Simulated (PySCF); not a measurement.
PySCF input for C₃H₄F₂Si, SMILES C#CC(F)(F)[SiH3], PBE-D3(BJ)/def2-SVP. The structure is a stationary point at PBE-D3(BJ)/def2-SVP. The structure was generated by enumeration, and PubChem lists no compound with its InChIKey, so it may never have been made.

```python
import numpy as np
from pyscf import gto, scf, dft, df
from pyscf.hessian import thermo

mol = gto.M(
    atom='''
    C     0.94077976   -2.39602328   -0.00000000
    C     0.28441022   -1.36508577    0.00000000
    C    -0.39115136   -0.06798725    0.00000000
    F    -1.20665621    0.04269811   -1.11307989
    F    -1.20665620    0.04269812    1.11307990
    Si    0.84379583    1.43734899   -0.00000000
    H     1.50382684   -3.31977151   -0.00000000
    H     1.69194677    1.35798921   -1.23445660
    H     0.01471795    2.68691901    0.00000001
    H     1.69194678    1.35798921    1.23445660
    ''',
    basis='def2-SVP',
    charge=0,
    spin=0,
    max_memory=1600,
    verbose=3,
)
mf = dft.RKS(mol, xc='pbe').density_fit(auxbasis='def2-universal-jkfit')
mf.disp = 'd3bj'
mf.grids.level = 3
mf.conv_tol = 1e-11
mf.max_cycle = 100
mf.kernel()

# [left out here: the lines that compute and print the analytic Hessian (its translational invariance restored by hand, since the grid's response is missing), thermochemistry and intensities]
```

Program output:

```
converged SCF energy = -604.989781059635

WARN: DFTD3 does not support analytical Hessian, using finite difference


WARN: Mole.unit (angstrom) is changed to Bohr

Mode                                 0                   1                   2
Irrep
Freq [cm^-1]                      114.6227            148.9264            182.0437
Reduced mass [au]                   4.2773              1.1717              3.5731
Force const [Dyne/A]                0.0331              0.0153              0.0698
Char temp [K]                     164.9166            214.2720            261.9204
Normal mode                   x     y     z       x     y     z       x     y     z
       0   C                -0.12 -0.12  0.00    0.00  0.00  0.09   -0.00 -0.00 -0.13
       1   C                 0.02 -0.03 -0.00   -0.00 -0.00 -0.02    0.00 -0.00  0.10
       2   C                 0.06 -0.01 -0.00   -0.00 -0.00 -0.02    0.00 -0.00  0.05
       3   F                 0.06 -0.02 -0.00   -0.01  0.03 -0.02    0.05 -0.09 -0.00
       4   F                 0.06 -0.02  0.00    0.01 -0.03 -0.02   -0.05  0.09 -0.00
       5  Si                -0.05  0.08  0.00    0.00 -0.00 -0.00   -0.00  0.00  0.01
       6   H                -0.24 -0.19  0.00    0.00  0.00  0.17   -0.00 -0.00 -0.29
       7   H                -0.04  0.17 -0.00   -0.35  0.29 -0.26   -0.16  0.10 -0.11
       8   H                -0.18 -0.01  0.00   -0.00 -0.00  0.52   -0.00 -0.00  0.22
       9   H                -0.04  0.17  0.00    0.35 -0.29 -0.26    0.16 -0.10 -0.11
Mode                                 3                   4                   5
Irrep
Freq [cm^-1]                      198.1761            286.0960            412.2105
Reduced mass [au]                   4.9454              5.3450              6.7236
Force const [Dyne/A]                0.1144              0.2578              0.6731
Char temp [K]                     285.1313            411.6284            593.0791
Normal mode                   x     y     z       x     y     z       x     y     z
       0   C                 0.00  0.00  0.01    0.08 -0.01 -0.00   -0.05  0.04 -0.00
       1   C                -0.00 -0.00 -0.04   -0.08 -0.11  0.00    0.09  0.12  0.00
       2   C                -0.00  0.00 -0.09    0.02 -0.05 -0.00   -0.01  0.04  0.00
       3   F                -0.09 -0.09 -0.02    0.05  0.09 -0.01    0.05  0.01 -0.05
       4   F                 0.09  0.09 -0.02    0.05  0.09  0.01    0.05  0.01  0.05
       5  Si                -0.00 -0.00  0.06   -0.06 -0.04 -0.00   -0.07 -0.09 -0.00
       6   H                 0.00  0.00  0.06    0.18  0.05 -0.00   -0.14 -0.02 -0.00
       7   H                 0.13  0.17  0.14   -0.06  0.08 -0.00   -0.08 -0.17  0.00
       8   H                 0.00 -0.00  0.15   -0.24 -0.16 -0.00    0.04 -0.01 -0.00
       9   H                -0.13 -0.17  0.14   -0.06  0.08  0.00   -0.08 -0.17 -0.00
Mode                                 6                   7                   8
Irrep
Freq [cm^-1]                      457.4327            525.0181            592.2711
Reduced mass [au]                  10.4023              3.7869              1.3924
Force const [Dyne/A]                1.2824              0.6150              0.2878
Char temp [K]                     658.1438            755.3842            852.1463
Normal mode                   x     y     z       x     y     z       x     y     z
       0   C                 0.02 -0.08  0.00   -0.00  0.00 -0.02    0.04 -0.07 -0.00
       1   C                 0.16  0.01 -0.00   -0.00  0.00  0.21    0.02 -0.07  0.00
       2   C                 0.04 -0.01 -0.00   -0.00  0.00 -0.05   -0.01 -0.01 -0.00
       3   F                -0.05  0.05  0.09   -0.04  0.06 -0.03    0.00  0.02 -0.02
       4   F                -0.05  0.05 -0.09    0.04 -0.06 -0.03    0.00  0.02  0.02
       5  Si                -0.02 -0.03 -0.00    0.00 -0.00 -0.03   -0.04  0.05  0.00
       6   H                -0.07 -0.14  0.00    0.00  0.00 -0.18    0.09 -0.04 -0.00
       7   H                -0.01  0.00  0.00    0.18  0.21  0.08   -0.04 -0.34  0.02
       8   H                -0.07 -0.07  0.00   -0.00 -0.00  0.09    0.52  0.42  0.00
       9   H                -0.01  0.00 -0.00   -0.18 -0.21  0.08   -0.04 -0.34 -0.02
Mode                                 9                  10                  11
Irrep
Freq [cm^-1]                      620.4246            657.1151            668.0055
Reduced mass [au]                   1.5615              1.7322              2.8512
Force const [Dyne/A]                0.3541              0.4407              0.7496
Char temp [K]                     892.6528            945.4423            961.1112
Normal mode                   x     y     z       x     y     z       x     y     z
       0   C                 0.00 -0.00 -0.00    0.08  0.09 -0.00    0.09 -0.03  0.00
       1   C                 0.00  0.00  0.08   -0.09 -0.02 -0.00    0.07 -0.02  0.00
       2   C                -0.00 -0.00 -0.04    0.05  0.02 -0.00   -0.07 -0.03  0.00
       3   F                -0.05  0.01 -0.04    0.02 -0.01  0.06   -0.04  0.02 -0.10
       4   F                 0.05 -0.01 -0.04    0.02 -0.01 -0.06   -0.04  0.02  0.10
       5  Si                 0.00 -0.00  0.06   -0.02 -0.00  0.00    0.03  0.01 -0.00
       6   H                -0.00 -0.00 -0.07   -0.63 -0.34  0.00   -0.40 -0.33 -0.00
       7   H                -0.33 -0.40 -0.15   -0.03 -0.10  0.00    0.04  0.12 -0.00
       8   H                -0.00 -0.00 -0.18    0.08  0.06 -0.00   -0.08 -0.06  0.00
       9   H                 0.33  0.40 -0.15   -0.03 -0.10 -0.00    0.04  0.12  0.00
Mode                                12                  13                  14
Irrep
Freq [cm^-1]                      694.7934            860.5330            898.7158
Reduced mass [au]                   1.2847              1.1314              1.0587
Force const [Dyne/A]                0.3654              0.4936              0.5038
Char temp [K]                     999.6530           1238.1154           1293.0519
Normal mode                   x     y     z       x     y     z       x     y     z
       0   C                 0.00  0.00  0.13    0.01 -0.01  0.00    0.00 -0.00 -0.00
       1   C                -0.00 -0.00 -0.05   -0.00 -0.01  0.00   -0.00 -0.00  0.00
       2   C                 0.00  0.00  0.00    0.03  0.03  0.00   -0.00  0.00 -0.03
       3   F                -0.00 -0.00 -0.00   -0.01 -0.00 -0.01    0.01  0.00  0.01
       4   F                 0.00  0.00 -0.00   -0.01 -0.00  0.01   -0.01 -0.00  0.01
       5  Si                -0.00 -0.00 -0.00    0.03  0.04 -0.00    0.00 -0.00  0.03
       6   H                -0.00 -0.00 -0.87    0.02 -0.00  0.00    0.00 -0.00 -0.00
       7   H                 0.00  0.01  0.00   -0.22 -0.46 -0.13   -0.16  0.39 -0.11
       8   H                 0.00  0.00 -0.00   -0.47 -0.30  0.00    0.00  0.00 -0.75
       9   H                -0.00 -0.01  0.00   -0.22 -0.46  0.13    0.16 -0.39 -0.11
Mode                                15                  16                  17
Irrep
Freq [cm^-1]                      903.3773           1020.6922           1026.3717
Reduced mass [au]                   1.0437              9.9845              9.5775
Force const [Dyne/A]                0.5019              6.1287              5.9445
Char temp [K]                    1299.7588           1468.5488           1476.7204
Normal mode                   x     y     z       x     y     z       x     y     z
       0   C                 0.00 -0.01  0.00    0.00 -0.00 -0.00    0.03 -0.05  0.00
       1   C                 0.00 -0.01 -0.00   -0.00 -0.00  0.02   -0.02 -0.05 -0.00
       2   C                -0.01  0.01  0.00    0.00  0.00 -0.24    0.13  0.21  0.00
       3   F                 0.00 -0.00  0.00    0.05 -0.00  0.07   -0.04 -0.02 -0.03
       4   F                 0.00 -0.00 -0.00   -0.05  0.00  0.07   -0.04 -0.02  0.03
       5  Si                 0.03 -0.02 -0.00   -0.00 -0.00 -0.00   -0.02 -0.03  0.00
       6   H                 0.01 -0.01 -0.00    0.00 -0.00 -0.04    0.08 -0.03  0.00
       7   H                -0.51  0.21 -0.38   -0.01 -0.10 -0.01    0.04  0.09  0.04
       8   H                 0.22  0.12  0.00    0.00 -0.00  0.09    0.03 -0.00 -0.00
       9   H                -0.51  0.21  0.38    0.01  0.10 -0.01    0.04  0.09 -0.04
Mode                                18                  19                  20
Irrep
Freq [cm^-1]                     1111.0168           2160.8427           2181.8229
Reduced mass [au]                  10.2313              5.9957              1.0178
Force const [Dyne/A]                7.4408             16.4945              2.8547
Char temp [K]                    1598.5058           3108.9715           3139.1574
Normal mode                   x     y     z       x     y     z       x     y     z
       0   C                -0.04  0.06  0.00   -0.08  0.13 -0.00    0.00 -0.00 -0.00
       1   C                -0.01  0.03  0.00    0.12 -0.19  0.00    0.00  0.00 -0.00
       2   C                 0.21 -0.14 -0.00   -0.01  0.03 -0.00   -0.00 -0.00  0.00
       3   F                -0.05  0.01 -0.04   -0.00  0.00 -0.00    0.00  0.00  0.00
       4   F                -0.05  0.01  0.04   -0.00  0.00  0.00    0.00  0.00 -0.00
       5  Si                -0.00  0.00  0.00   -0.00  0.00 -0.00    0.01  0.01  0.00
       6   H                -0.03  0.08 -0.00   -0.16  0.26 -0.00   -0.00 -0.00  0.00
       7   H                -0.03 -0.00 -0.02    0.00  0.00 -0.00   -0.32  0.04  0.48
       8   H                 0.09  0.05  0.00    0.01 -0.01 -0.00    0.32 -0.46 -0.00
       9   H                -0.03 -0.00  0.02    0.00  0.00  0.00   -0.32  0.04 -0.48
Mode                                21                  22                  23
Irrep
Freq [cm^-1]                     2202.5586           2204.2325           3402.5270
Reduced mass [au]                   1.0526              1.0528              1.1604
Force const [Dyne/A]                3.0086              3.0139              7.9153
Char temp [K]                    3168.9915           3171.3997           4895.4788
Normal mode                   x     y     z       x     y     z       x     y     z
       0   C                -0.00  0.00  0.00   -0.00  0.00 -0.00   -0.06  0.09 -0.00
       1   C                 0.00 -0.00  0.00    0.00 -0.00 -0.00    0.02 -0.02 -0.00
       2   C                 0.00 -0.00 -0.00    0.00 -0.00  0.00   -0.00  0.00  0.00
       3   F                 0.00 -0.00  0.00   -0.00  0.00 -0.00   -0.00  0.00 -0.00
       4   F                -0.00  0.00  0.00   -0.00  0.00  0.00   -0.00  0.00  0.00
       5  Si                 0.00 -0.00 -0.04    0.03 -0.02  0.00    0.00  0.00  0.00
       6   H                -0.00  0.00 -0.00   -0.00  0.01  0.00    0.48 -0.79  0.00
       7   H                -0.39  0.04  0.56   -0.21  0.01  0.33   -0.00 -0.00  0.00
       8   H                -0.00  0.00 -0.01   -0.44  0.67  0.00   -0.00 -0.00 -0.00
       9   H                 0.39 -0.04  0.56   -0.21  0.01 -0.33   -0.00 -0.00 -0.00
temperature 298.1500 [K]
pressure 101325.00 [Pa]
Rotational constants [GHz] 3.45036 2.27954 1.88660
Symmetry number 1
Zero-point energy (ZPE) 0.05360 [Eh]   140739.617 [J/mol]
                           tot       elec      trans        rot        vib
Entropy [J/mol/K]       351.715      0.000    166.924    114.949     69.841
Cv [J/mol/K]            110.561      0.000     12.472     12.472     85.618
Cp [J/mol/K]            118.875      0.000     20.786     12.472     85.618
Internal energy [J/mol]                      3718.434   3718.434 152954.250
Internal energy [Eh]   -604.92869  -604.98978
Enthalpy [J/mol]                             6197.391   3718.434 152954.250
Enthalpy [Eh]          -604.92775
Gibbs free energy [J/mol]                  -43571.015 -30553.666 132131.036
Gibbs free energy [Eh] -604.96769
mode   freq/cm-1   IR/(km/mol)
   1      114.62         0.807
   2      148.93         0.459
   3      182.04         0.745
   4      198.18         0.155
   5      286.10         3.263
   6      412.21        12.106
   7      457.43         9.411
   8      525.02        15.590
   9      592.27        17.502
  10      620.42        24.383
  11      657.12        22.875
  12      668.01        16.761
  13      694.79        26.360
  14      860.53       231.908
  15      898.72        18.733
  16      903.38        30.120
  17     1020.69       154.804
  18     1026.37        37.206
  19     1111.02       140.335
  20     2160.84        17.323
  21     2181.82        35.717
  22     2202.56        81.265
  23     2204.23        81.041
  24     3402.53        69.881
max |gradient| / (hartree/bohr): 0.00027168632578955927
APT charges: [-0.1976 -0.24    0.9903 -0.5158 -0.5158  0.9128  0.2176 -0.2145 -0.2226
 -0.2145]
```

The calculation finished and met its thresholds.
